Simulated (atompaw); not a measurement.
# Plane-wave convergence, PAW (atompaw) potential for La (Z = 57)

La, PAW, made with atompaw 4.2.0.5 (PBE, scalar-relativistic). Core [Kr] 4d10, reference 4f0 5s2 5p6 5d2 6s1 6p0. Waves: 5s (bound); 6s (bound); 5p (bound); 6p (bound, empty); 5d (bound); 5d channel at 0.45 Ry; 4f (bound, empty); 4f channel at 0.8 Ry. Local part: troulliermartins scheme with l = 4 at 0 Ry, radius 2.95 bohr. Core correction: smooth core density matched at 2.70 bohr. Augmentation charge: besselshape compensation charge, radius 2.90 bohr; PAW radius 3.00 bohr; waves and projectors: bloechl.

The pseudo-atom Hamiltonian at the reference potential is diagonalised in spherical Bessel functions j_l(qr) that vanish at 20 bohr, with q² up to the cutoff. All-electron valence levels (Ry): 5s -2.7437, 6s -0.2299, 5p -1.5384, 6p -0.0772, 5d -0.1576, 4f -0.2014.

Problem. How do the lowest levels (Ry) of each channel move with the cutoff, and are there ghosts?

Solution.

```
cutoff (Ry)     s #1     s #2    s #3     p #1     p #2     d #1    d #2     f #1  Σ f·Δε (mRy)
          8  -2.7395  -0.2294  0.0036  -1.4956  -0.0737  -0.1466  0.0420   0.0319         287.7
         10  -2.7404  -0.2294  0.0036  -1.5267  -0.0760  -0.1535  0.0414  -0.0697          85.7
         12  -2.7407  -0.2295  0.0036  -1.5361  -0.0768  -0.1563  0.0411  -0.1300          23.0
         15  -2.7417  -0.2296  0.0036  -1.5379  -0.0770  -0.1572  0.0411  -0.1741           8.2
         21  -2.7435  -0.2298  0.0036  -1.5381  -0.0770  -0.1576  0.0410  -0.1953           2.5
         25  -2.7436  -0.2298  0.0035  -1.5383  -0.0770  -0.1576  0.0410  -0.2000           0.7
         30  -2.7437  -0.2299  0.0035  -1.5384  -0.0770  -0.1576  0.0410  -0.2012           0.2
         35  -2.7437  -0.2299  0.0035  -1.5384  -0.0770  -0.1576  0.0410  -0.2014           0.1
        400  -2.7437  -0.2299  0.0035  -1.5384  -0.0770  -0.1576  0.0410  -0.2014           0.0
```

Result: no extra level below or beside the all-electron valence levels (s, p, d, f tested); 10 mRy is reached at 15 Ry and 1 mRy at 25 Ry.
